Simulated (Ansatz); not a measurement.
PBE exchange is replaced step by step with exact exchange (0 % is PBE, 25 % PBE0; no dispersion term), basis def2-SVP, Ansatz. System: Ga₇N₇, a nanocrystal cut from zinc blende GaN (bare). Total charge 0; singlet. Geometry: r2SCAN-D4/def2-SVP.

Geometry of the singlet:

```xyz
14

N     1.408    1.973   -1.651
N    -2.795   -0.509    1.439
N    -0.110    1.466    1.195
N    -1.214    0.037   -1.456
N     1.775   -1.140   -2.038
N     0.265   -1.695    0.804
N     2.864    0.269    0.575
Ga   -2.723   -0.265   -0.477
Ga   -0.131    1.521   -0.767
Ga    2.394    0.435   -1.232
Ga   -1.726    1.029    1.920
Ga   -1.387   -1.829    1.565
Ga    1.179   -0.012    1.236
Ga    0.200   -1.280   -1.113
```

The restricted singlet is unstable towards broken spin symmetry at other levels; at PBE-D4/def2-SVP, PBE with 5 % exact exchange/def2-SVP, PBE with 10 % exact exchange/def2-SVP, PBE with 15 % exact exchange/def2-SVP and others this wasn't settled. The geometry of the singlet was relaxed on an unsound state (restricted singlet, unstable towards broken spin symmetry at other levels and untested here). At PBE0-D4/def2-TZVP a triplet of charge 0 lies 1.19 eV below the restricted singlet at the same geometry. That triplet is doubtful there (⟨S²⟩ 2.76, where a pure state has 2.00).

```csv
exact exchange (%),HOMO (eV),LUMO (eV),gap (eV)
0,-5.30,-4.97,0.33
5,-5.46,-4.85,0.61
10,-5.62,-4.72,0.89
15,-5.77,-4.60,1.17
25,-6.07,-4.35,1.73
35,-6.36,-4.09,2.27
```

Estimate the row for 50 %.


```csv
exact exchange (%),HOMO (eV),LUMO (eV),gap (eV)
50,-6.79,-3.71,3.07
```
